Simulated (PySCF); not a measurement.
C5H7F, SMILES CC1=CC[C@@H]1F.

Geometry optimised at PBE-D3(BJ)/def2-SVP. The structure was generated by enumeration; whether it is a known compound was not checked.

The numbers are results of TDA-M06-2X/def2-SVPD (PySCF 2.14.0), not measurements.

Vertical excitations. Gas-phase values at a fixed geometry.

Task: Give excitation energies, oscillator strengths and character. (An estimate is asked for; the answer gives what the named calculation found.)

Result: 
| state | energy (eV) | λ (nm) | f | main pairs |
|---|---|---|---|---|
| S1 | 7.01 | 177 | 0.065 | HOMO→LUMO 58 %, HOMO→LUMO+1 35 % |
| S2 | 7.20 | 172 | 0.007 | HOMO−1→LUMO 79 % |
| S3 | 7.26 | 171 | 0.201 | HOMO→LUMO+1 52 %, HOMO→LUMO 31 % |
| S4 | 7.62 | 163 | 0.000 | HOMO→LUMO+2 93 % |
| S5 | 7.66 | 162 | 0.008 | HOMO−2→LUMO 70 % |
| S6 | 8.01 | 155 | 0.136 | HOMO→LUMO+3 84 % |
| S7 | 8.19 | 151 | 0.001 | HOMO−3→LUMO 69 %, HOMO−3→LUMO+1 11 % |
| S8 | 8.58 | 144 | 0.017 | HOMO→LUMO+4 90 % |
| S9 | 8.72 | 142 | 0.069 | HOMO→LUMO+5 87 % |
| S10 | 8.86 | 140 | 0.033 | HOMO−1→LUMO+1 69 %, HOMO−1→LUMO 14 % |
| T1 | 4.50 | 276 | 0 | HOMO→LUMO 77 %, HOMO→LUMO+1 14 % |
| T2 | 6.88 | 180 | 0 | HOMO−1→LUMO 79 % |
| T3 | 7.05 | 176 | 0 | HOMO→LUMO+1 78 %, HOMO→LUMO 13 % |
| T4 | 7.48 | 166 | 0 | HOMO−2→LUMO 71 % |
Triplets are in the Tamm–Dancoff approximation.
